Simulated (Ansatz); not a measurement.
Low-lying states of CrN

Program: Ansatz, Gaussian basis, development build. State-averaged CASSCF with equal weights; occupations are averaged over the states; levels count from the state that is lowest in CASSCF. Small basis; these aren't basis-limit values. Solutions may break the symmetry of the shape. The lowest solution met needn't be the lowest there is, nor hold the orbitals that a chemist would pick. The average may hold one member of a degenerate pair alone.

Geometry: bond length 2.3445 Å.

Basis def2-SVP, nonrelativistic, 10 orbitals frozen in the corrections; active space CAS(9,9). Averaged: 2 quartets.

Problem. Give the levels in order.

Solution. 

```csv
state,CASSCF (eV),SC-NEVPT2 (eV)
quartet,0.000,0.000
quartet,0.724,0.694
```

Occupations: 1.99, 1.93, 1.06, 1.06, 1.01, 0.94, 0.94, 0.06, 0.01.
